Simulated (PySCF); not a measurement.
AlF₂H₄NO₂Si, SMILES [OH][Al]([OH])[NH][SiH](F)F.

Geometry: B3LYP-D3(BJ)/def2-SVP. The structure was generated by enumeration; whether it is a known compound was not checked. One conformer was computed; it need not be the lowest.

The numbers are results of C-PCM-PBE0/def2-SVP run with PySCF 2.14.0, not measurements.

The values are the electrostatic part of the solvation free energy, E(continuum) − E(gas) at the gas-phase geometry, in a cavity of scaled van der Waals radii (PySCF's table); cavitation and dispersion terms are not included. A continuum can't describe solvent molecules that bind to the metal. In vacuum the orbital gap is 7.91 eV. The dipole moment in vacuum is 3.51 D.

Question: Estimate the values in water (ε = 78.36), dimethylsulfoxide (ε = 46.83), N,N-dimethylformamide (ε = 37.22). (Estimate from the structure and the level; the computed values follow.)

Answer: 
| solvent | ε | ΔG(elec) (kcal/mol) | dipole (D) | gap (eV) |
|---|---|---|---|---|
| water | 78.36 | -11.6 | 4.16 | 8.13 |
| dimethylsulfoxide | 46.83 | -11.5 | 4.15 | 8.12 |
| N,N-dimethylformamide | 37.22 | -11.5 | 4.15 | 8.12 |
